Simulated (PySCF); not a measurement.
Does the answer move with the share of exact exchange?

Species: CH7BGeO2.
SMILES with atom numbers: `[CH3:1][GeH2:2][B:3]([OH:4])[OH:5]` (hydrogens: H6, H7, H8 on C1; H9, H10 on Ge2; H11 on O4; H12 on O5)

Cartesian coordinates in Å at the PBE0-D3(BJ)/def2-SVP level; atoms count from 1:
```
atom  x, y, z in Å
C1    -1.863    0.572   -0.339
Ge2   -0.516   -0.455    0.639
B3     1.383   -0.152   -0.156
O4     1.454    0.283   -1.437
O5     2.550   -0.361    0.518
H6    -2.875    0.364    0.035
H7    -1.661    1.648   -0.240
H8    -1.815    0.311   -1.406
H9    -0.547   -0.063    2.139
H10   -0.890   -1.956    0.596
H11    2.371    0.393   -1.723
H12    2.422   -0.651    1.425
```

PySCF, def2-SVPD basis, density fitting, gas phase, PBE0-D3(BJ)/def2-SVP geometry; singlet excitations by full TDDFT with frozen cores, triplets by Tamm–Dancoff TDDFT and ionisation energies by ΔSCF, from the lowest of the holes tried. One functional is left out:

| functional | exact exchange (%) | HOMO energy (eV) | LUMO energy (eV) | lowest singlet excitation (eV) | lowest triplet excitation (eV) | mean polarisability (au) | vertical ionisation energy (eV) |
| --- | --- | --- | --- | --- | --- | --- | --- |
| LDA | 0 | -6.79 | -1.11 | 6.11 | 5.35 | 73.2 | 9.83 |
| PBE | 0 | -6.68 | -0.89 | 6.09 | 5.28 | 72.1 | 9.67 |
| PBE0 | 25 | -7.93 | 0.00 | 6.62 | 5.52 | 68.4 | 9.97 |
| BHandHLYP | 50 | -9.11 | 0.43 | 6.92 | 5.80 | 65.8 | 10.15 |

**Question.** Predict the row of B3LYP (20 % exact exchange) by straight lines through the other rows, and check it.

**Answer.** 
```csv
property,line,computed,computed − line,"PBE0 (25 %), for comparison"
HOMO energy (eV),-7.69,-7.73,-0.04,-7.93
LUMO energy (eV),-0.36,-0.30,+0.06,0.00
lowest singlet excitation (eV),6.46,6.52,+0.06,6.62
lowest triplet excitation (eV),5.50,5.57,+0.07,5.52
mean polarisability (au),69.7,69.3,-0.4,68.4
vertical ionisation energy (eV),9.92,9.98,+0.06,9.97
```

**Question.** Which of these properties follows the share of exact exchange most closely, and which least?

**Answer.** Most closely the HOMO energy, least the vertical ionisation energy; the correlations over the tabulated rows are HOMO energy -0.999, lowest singlet excitation 0.991, lowest triplet excitation 0.989, mean polarisability -0.984, LUMO energy 0.974, vertical ionisation energy 0.946. The HOMO energy moves by -0.475 eV for every 10 %. Functionals with the same share still differ in their other parts: at 0 % LDA and PBE differ by 0.11 eV in it.
